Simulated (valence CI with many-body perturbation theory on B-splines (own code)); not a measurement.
**Dy51+: magnetic and hyperfine properties of the levels**

Calculated by valence CI with perturbative core correlation (CI+MBPT): five valence electrons over a frozen Dirac-Fock core [Ne], a basis of 9 s, 9 p, 8 d, 6 f, 3 g, 1 h functions for each j, with the one-electron correlation potential Σ1 (screened to all orders), the two-electron term Σ2, the three-electron term Σ3, Breit, model QED; selected single and double excitations, second order for the rest (own B-spline code, finite nucleus).

No measured spectrum was set against this ion. As an estimate, large intervals hold to a few tenths of a per cent, small ones and those within an open d or f shell to about a per cent. Among the levels kept, up to 610 cm⁻¹ of a level comes from second order outside the variational space, and about a tenth of that is noise between levels of different J, which matters for small intervals.

A/g_I is the dipole constant over the nuclear g factor μ/I (μ in nuclear magnetons, uniformly magnetised nucleus), B/Q the quadrupole constant per barn. Both hold the static response of the core; the bare values leave it out. Large factors of s and p1/2 electrons are usually good to 5 to 10 %; those of open d and f shells near neutrality can be off by tens of per cent, and small factors of p3/2, d and f electrons come from cancelling terms and can be off by a factor of two or in sign, in half-filled shells by more. B is blank for J = 1/2, where it vanishes, and for nearly pure S terms. Energies count from the lowest level.

Levels are named by their leading jj configuration (3d3/2^4 stands for four electrons in 3d with j = 3/2), which in mixed levels can hold well under half, so a name can repeat and another be missing. Letters in brackets count levels of one name in rising energy.

```
                             Level  E (eV)      g  A/g_I (MHz)  A/g_I bare  B/Q (MHz/b)  B/Q bare
        (3s^2 3p1/2^2 3p3/2) J=3/2    0.00  1.356       138000      137000       261000    257000
        (3s^2 3p1/2 3p3/2^2) J=3/2  194.02  1.452       -43200      -39500        28100     27600
        (3s^2 3p1/2^2 3d3/2) J=3/2  198.03  0.778        73300       75200        40100     41800
        (3s^2 3p1/2 3p3/2^2) J=5/2  204.44  1.189       330000      325000         -738      -722
        (3s^2 3p1/2 3p3/2^2) J=1/2  217.62  0.652      1080000     1060000                       
        (3s^2 3p1/2^2 3d5/2) J=5/2  255.59  1.205        42400       44300        28200     30400
        (3s 3p1/2^2 3p3/2^2) J=5/2  340.05  1.459       714000      701000        77900     76700
        (3s 3p1/2^2 3p3/2^2) J=3/2  366.21  1.149      -368000     -356000       -38900    -38200
        (3s 3p1/2^2 3p3/2^2) J=1/2  366.79  2.093      2910000     2850000                       
(3s^2 3p1/2 3p3/2 3d3/2) J=5/2 [a]  390.29  0.956       248000      245000       -32200    -30700
(3s^2 3p1/2 3p3/2 3d3/2) J=3/2 [a]  392.74  0.909       242000      240000      -167000   -164000
(3s^2 3p1/2 3p3/2 3d3/2) J=1/2 [a]  392.86  0.207       398000      394000                       
    (3s^2 3p1/2 3p3/2 3d3/2) J=7/2  400.91  1.036       244000      242000       273000    271000
              (3s^2 3p3/2^3) J=3/2  413.24  1.299       146000      145000      -288000   -284000
(3s^2 3p1/2 3p3/2 3d3/2) J=5/2 [b]  426.29  1.181        48700       51000       260000    257000
(3s^2 3p1/2 3p3/2 3d3/2) J=3/2 [b]  434.06  1.233       -13400       -9520        11500     10400
(3s^2 3p1/2 3p3/2 3d3/2) J=1/2 [b]  434.15  1.671       742000      727000                       
(3s^2 3p1/2 3p3/2 3d5/2) J=7/2 [a]  438.02  1.304       -39500      -35800       296000    295000
(3s^2 3p1/2 3p3/2 3d5/2) J=3/2 [a]  446.94  1.354      -131000     -125000      -102000   -100000
    (3s^2 3p1/2 3p3/2 3d5/2) J=9/2  449.30  1.188       182000      181000       282000    280000
(3s^2 3p1/2 3p3/2 3d5/2) J=5/2 [a]  450.61  1.131       245000      242000      -195000   -191000
(3s^2 3p1/2 3p3/2 3d5/2) J=7/2 [b]  470.36  1.114       208000      206000        17400     18900
(3s^2 3p1/2 3p3/2 3d5/2) J=5/2 [b]  470.70  1.257       -30600      -27400        35800     36600
(3s^2 3p1/2 3p3/2 3d5/2) J=3/2 [b]  477.77  0.929       312000      308000        33400     33500
    (3s^2 3p1/2 3p3/2 3d5/2) J=1/2  480.97  1.240      -320000     -310000                       
(3s 3p1/2^2 3p3/2 3d3/2) J=5/2 [a]  533.25  1.276       559000      550000        78500     77000
(3s 3p1/2^2 3p3/2 3d3/2) J=3/2 [a]  535.20  1.284       343000      340000         -682     -1830
(3s 3p1/2^2 3p3/2 3d3/2) J=1/2 [a]  536.76  2.455      1720000     1680000                       
    (3s 3p1/2^2 3p3/2 3d3/2) J=7/2  541.58  1.277       536000      527000       256000    254000
      (3s 3p1/2 3p3/2^3) J=3/2 [a]  545.80  1.466       541000      533000      -241000   -238000
(3s 3p1/2^2 3p3/2 3d3/2) J=3/2 [b]  557.59  0.999       240000      238000      -145000   -143000
          (3s 3p1/2 3p3/2^3) J=5/2  560.46  1.287       849000      833000      -314000   -310000
(3s 3p1/2^2 3p3/2 3d3/2) J=5/2 [b]  569.30  0.876      -127000     -121000       163000    163000
(3s 3p1/2^2 3p3/2 3d3/2) J=1/2 [b]  572.78  0.561       520000      510000                       
          (3s 3p1/2 3p3/2^3) J=1/2  578.17  1.359      -826000     -803000                       
      (3s 3p1/2 3p3/2^3) J=3/2 [b]  580.26  1.131       305000      301000       -29500    -29000
    (3s 3p1/2^2 3p3/2 3d5/2) J=9/2  581.65  1.361       426000      420000       274000    272000
(3s 3p1/2^2 3p3/2 3d5/2) J=5/2 [a]  595.60  1.386       619000      608000      -141000   -138000
        (3s^2 3p1/2 3d3/2^2) J=5/2  599.60  0.771       213000      211000        62500     62100
(3s 3p1/2^2 3p3/2 3d5/2) J=7/2 [a]  603.40  1.250       308000      305000       158000    158000
```

Q: Take the isotope of mass number 161, with I = 5/2, μ = -0.479 μN and Q = 2.51 b. What is the hyperfine structure of (3s 3p1/2^2 3p3/2^2) J=3/2?

A: From the table A = 70500 MHz, B = -97600 MHz. Shifts from the centre of gravity in MHz: F = 1: -438000, F = 2: -219000, F = 3: 36100, F = 4: 240000.
